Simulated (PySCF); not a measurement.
Species: C2H6AlBiO.
Structure used (PBE0-D3(BJ)/def2-SVP), in Å, numbered top down from 1:
```xyz
11
C2H6AlBiO angstrom
C     -2.429    0.372    0.163
C     -1.487   -0.553    0.371
O     -0.166   -0.334    0.442
Al     1.046    0.637   -0.301
Bi     3.474    0.426    0.896
H     -3.479    0.079    0.136
H     -2.181    1.428    0.022
H     -1.758   -1.605    0.528
H      0.626    1.532   -1.545
H      3.445   -1.268    0.290
H      4.209    0.962   -0.656
```

Level of theory: PBE0-D3(BJ)/def2-SVP geometry optimisation, gas phase, def2 core potentials past Kr (PySCF 2.14.0).

(1) Which atoms are bound to Al4, and at what distances?

(2) List the angles at Al4.

(3) What is the shape at Al4?

(4) Which atoms are bound to Bi5, and at what distances?

(5) List the angles at Bi5.

(6) What is the shape at Bi5?

(7) What are the other bond lengths?

(8) Give some angles away from the centre.

(9) What are the rotational constants (commonest isotopes, rigid rotor)?

Results:

(1) 3 atoms: H9 1.589 Å, O3 1.722 Å, Bi5 2.716 Å. The nearest atom not counted as bound is C2, at 2.88 Å.

(2) 
```tsv
angle	degrees	distance of the outer atoms (Å)
Bi5–Al4–H9	128.7	3.91
O3–Al4–H9	118.0	2.84
O3–Al4–Bi5	113.3	3.75
```

(3) Planar: angles 128.7°, 118.0° and 113.3°, sum 360.0°, 0.01 Å off the plane of its three neighbours.

(4) 3 atoms: H11 1.798 Å, H10 1.799 Å, Al4 2.716 Å. The nearest atom not counted as bound is O3, at 3.75 Å.

(5) 
```
      angle  degrees  distance of the outer atoms (Å)
H10–Bi5–H11     89.8                             2.54
Al4–Bi5–H11     87.8                             3.20
Al4–Bi5–H10     84.8                             3.12
```

(6) Pyramidal: angles 89.8°, 87.8° and 84.8°, sum 262.5°, 1.19 Å off the plane of its three neighbours.

(7) C1=C2 1.336 Å; C2–O3 1.341 Å; C1–H6 1.091 Å; C1–H7 1.094 Å; C2–H8 1.098 Å.

(8) C1–C2–O3 126.2°, C2–O3–Al4 139.7°.

(9) A = 10303, B = 517.9, C = 503.7 MHz: a near-prolate asymmetric top.

Point group: C1 (no symmetry element, even within 0.4 Å). Charge 0, singlet. Stationary, but not proved a minimum.

One conformer stands for the species.
